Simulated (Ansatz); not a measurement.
The cluster MgB6. Charge 0, multiplicity 1. Geometry PBE0-D4/def2-SVP, basis def2-TZVP, Ansatz.

```xyz
7

Mg    1.3195    1.4129   -0.1365
B    -0.7171   -0.3926   -0.8116
B     0.8512   -0.4088   -1.3952
B     0.5774   -1.4242   -0.1809
B    -0.2583   -0.6520    0.9122
B    -0.3338    0.9652    1.3402
B    -1.4390    0.4996    0.2717
```

```json
{"run": "A", "HOMO (eV)": "-5.09", "LUMO (eV)": "-4.60"}
{"run": "B", "HOMO (eV)": "-5.03", "LUMO (eV)": "-4.72"}
{"run": "C", "HOMO (eV)": "-6.73", "LUMO (eV)": "-2.82"}
{"run": "D", "HOMO (eV)": "-5.73", "LUMO (eV)": "-3.90"}
```

Another isomer (singlet) lies 0.34 eV lower at PBE0-D4/def2-TZVP; other spin states weren't run for this one.

Q: The runs used CAM-B3LYP, PBE, PBE0, r2SCAN. Estimate which is which.

A: A r2SCAN (0 % exact exchange); B PBE (0 % exact exchange); C CAM-B3LYP (range-separated); D PBE0 (25 % exact exchange). Exact exchange lowers occupied and raises empty levels; among semilocal functionals meta-GGAs tend to open the gap a little, and such runs are hard to tell apart. The gap grows from 0.32 eV (PBE) to 3.91 eV (CAM-B3LYP). The restricted singlet is unstable towards broken spin symmetry in Hartree–Fock (as tested in another run); at r2SCAN-D4/def2-TZVP, PBE-D4/def2-TZVP, CAM-B3LYP-D4/def2-TZVP, PBE0-D4/def2-TZVP this wasn't settled.
